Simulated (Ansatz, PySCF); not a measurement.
Breaking a bond: SMILES O[SiH3] (H₄OSi). The O2–H6 bond (O2 also carries Si; H6 carries nothing else) is varied alone, starting from the PBE0/def2-TZVP optimised geometry. Each curve is given relative to its own lowest point near equilibrium.

| R / Å | A | B | C |
|---|---|---|---|
| 0.77 | 60.0 | 59.2 | 62.1 |
| 0.81 | 34.0 | 33.5 | 35.9 |
| 0.86 | 13.6 | 13.4 | 15.1 |
| 0.91 | 3.2 | 3.1 | 4.1 |
| 0.92 | 2.1 | 2.0 | 2.8 |
| 0.96 | 0.0 | 0.0 | 0.1 |
| 0.98 | 0.2 | 0.3 | 0.0 |
| 1.01 | 1.9 | 1.9 | 1.1 |
| 1.06 | 7.4 | 7.4 | 5.6 |
| 1.11 | 15.4 | 15.4 | 12.6 |
| 1.19 | 31.4 | 31.5 | 26.8 |
| 1.30 | 56.5 | 57.0 | 49.3 |
| 1.42 | 84.5 | 85.7 | 74.5 |
| 1.60 | 123.2 | 126.5 | 109.4 |
| 1.73 | 147.2 | 152.6 | 131.2 |
| 1.92 | 175.9 | 174.9 | 157.6 |
| 2.13 | 199.1 | 184.7 | 180.3 |
| 2.33 | 213.9 | 189.1 | 196.6 |
| 2.61 | 224.6 | — | 213.0 |
| 2.85 | 226.3 | — | 222.8 |
| 3.34 | — | — | 235.1 |

Energies in mEh.

### Question
Match the curves with the methods Ansatz (a program for electronic structure) with restricted PBE/cc-pVDZ; MP2 on RHF/cc-pVDZ, 6 core orbitals frozen (PySCF 2.14.0); unrestricted M06-2X/cc-pVDZ (PySCF).

### Answer
A is RMP2; B is UKS-M06-2X; C is RKS-PBE.

A dash means that the run gave no value there, or that the column was ended at a point which the program doubted or which failed a test of continuity chosen for this set; such a test can also cut sound points.

The restricted form behind RKS-PBE, RMP2 keeps the bonding electrons paired and can't separate into open-shell fragments. The unrestricted solution behind UKS-M06-2X changes between 2.33 and 2.61 Å, which can leave a kink. The unrestricted determinant behind UKS-M06-2X is spin-contaminated at 1.73 to 2.33 Å (<S²> up to 0.9, against 0.00 for a pure singlet). The T1 diagnostic of CCSD on the restricted reference of RMP2 exceeds 0.045 at 3.34 Å.
